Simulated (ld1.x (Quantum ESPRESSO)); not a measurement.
u(r) = r·R(r): atom against pseudo-atom (Zn)

Columns: radius, all-electron u(r) and pseudo u(r) of the 3d shell (level -10.17 eV) of zinc in the configuration [Ar] 3d10 4s2 4p0; PBEsol, scalar-relativistic, TM scheme, ld1.x (Quantum ESPRESSO) 7.5.

```
r (bohr)  all-electron  pseudo
   0.145        0.2584  0.0747
   0.290        0.7200  0.4480
   0.435        0.9772  0.9277
   0.580        1.0347  1.1427
   0.725        0.9836  1.0730
   0.870        0.8895  0.9175
   1.015        0.7855  0.7878
   1.160        0.6856  0.6856
   1.305        0.5953  0.5953
   1.450        0.5158  0.5158
   1.595        0.4469  0.4469
   1.740        0.3874  0.3874
   1.885        0.3362  0.3362
   2.030        0.2921  0.2921
   2.175        0.2541  0.2541
   2.320        0.2214  0.2214
   2.465        0.1930  0.1930
   2.610        0.1684  0.1684
   2.755        0.1470  0.1470
   2.900        0.1284  0.1284
   3.045        0.1123  0.1123
   3.190        0.0982  0.0982
   3.335        0.0859  0.0859
   3.480        0.0751  0.0751
   3.625        0.0657  0.0657
   3.770        0.0575  0.0575
```

Task: How many radial nodes do the two functions have?

Result: The all-electron 3d function has n − l − 1 = 0; the pseudo-wave has 0.

Task: At about which radius was the pseudo-wave matched?

Result: 1.20 bohr, where the columns begin to agree (steps of 0.14 bohr).

Task: Is the pseudo-wave norm-conserving?

Result: Yes: the TM scheme keeps the norm inside the radius equal to the all-electron one, which fixes the energy derivative of the logarithmic derivative at the level.
